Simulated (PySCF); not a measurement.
Two species compared at the same levels of theory.

First species: N-allylmethylamine, C4H9N.
Bonds: C1–C2 (double), C2–C3, C3–N4, N4–C5. Hydrogens: H6, H7 on C1; H8 on C2; H9, H10 on C3; H11 on N4; H12, H13, H14 on C5.

Second species: C3H5OPSi.
SMILES with atom numbers: `[SiH3:1][c:2]1[cH:3][o:4][cH:5][p:6]1` (hydrogens: H7, H8, H9 on Si1; H10 on C3; H11 on C5)

Levels: wB97X-D/def2-SVPD for dipole moment, HOMO energy, LUMO energy, HOMO–LUMO gap, static isotropic polarisability and electronic spatial extent ⟨r²⟩ about the centre of nuclear charge; TDDFT wB97X-D/def2-SVPD for lowest singlet excitation; TDA wB97X-D/def2-SVPD for lowest triplet excitation (Tamm–Dancoff); GFN2-xTB for rotational constant A and rotational constant C. Geometries: GFN2-xTB. All species are isolated and taken at one optimised geometry, non-relativistic unless stated; the electronic structure was computed with PySCF and density fitting.

Dipoles, sizes and rotational constants follow the conformer. The torsions of the flexible species, by atom-mapped SMILES:
- `[CH2:1]=[CH:2][CH2:3][NH:4][CH3:5]`: C1–C2–C3–N4 -113°, C2–C3–N4–C5 -69°

```tsv
property	column X	column Y
dipole moment	1.11 D	0.90 D
HOMO energy	-8.85 eV	-8.24 eV
LUMO energy	0.68 eV	1.98 eV
HOMO–LUMO gap	9.53 eV	10.22 eV
lowest singlet excitation	5.50 eV	5.85 eV
lowest triplet excitation (Tamm–Dancoff)	3.36 eV	4.59 eV
static isotropic polarisability	85.5 au	59.6 au
electronic spatial extent ⟨r²⟩ about the centre of nuclear charge	881 bohr²	544 bohr²
rotational constant A	4.972 GHz	13.176 GHz
rotational constant C	1.307 GHz	2.504 GHz
```

Question: Which column belongs to which species?

Answer: Column X is the second species and column Y the first. The first has 14 atoms and 40 electrons, the second 11 and 60.

Question: How does each property change from the first species to the second?

Answer: dipole moment +0.21 D; HOMO energy -0.61 eV; LUMO energy -1.30 eV; HOMO–LUMO gap -0.69 eV; lowest singlet excitation -0.35 eV; lowest triplet excitation (Tamm–Dancoff) -1.23 eV; static isotropic polarisability +25.9 au; electronic spatial extent ⟨r²⟩ about the centre of nuclear charge +337 bohr²; rotational constant A -8.204 GHz; rotational constant C -1.197 GHz.

On the first: In atomic units the dipole is 0.35 e·bohr (1 au = 2.5417 D).

On the second: The polarisability is 12.66 Å³ as a volume (1 au = 0.148185 Å³), or 1.42 au for each of the 60 electrons. A dipole of 1.11 D is allowed in Cs, and pure rotational transitions are dipole-allowed.
